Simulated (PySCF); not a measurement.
Isomers of CH6Si2. Gas-phase values, no solvent. Strings in code marks are SMILES.

The vertical ionisation energy (Delta-SCF) from two functionals at the same geometries (B3LYP-D3(BJ)/def2-TZVP), both in PySCF: PBE-D3(BJ)/def2-TZVP and ωB97X-D3(BJ)/def2-TZVP. Delta-SCF ions had no search for a lower state. 

```csv
species,PBE-D3(BJ)/def2-TZVP (eV),ωB97X-D3(BJ)/def2-TZVP (eV)
`[SiH2]1[SiH2]C1`,8.68,8.86
`C=[SiH][SiH3]`,8.60,8.53
`C[SiH]=[SiH2]`,7.72,7.69
`C(=[SiH2])[SiH3]`,8.77,8.83
```

Over these rows, drawn at random from the members with no instability flagged (it was tested for open shells, ions and some series alone), PBE minus ωB97X-D3(BJ): mean -0.04 eV, from -0.19 eV to +0.07 eV.
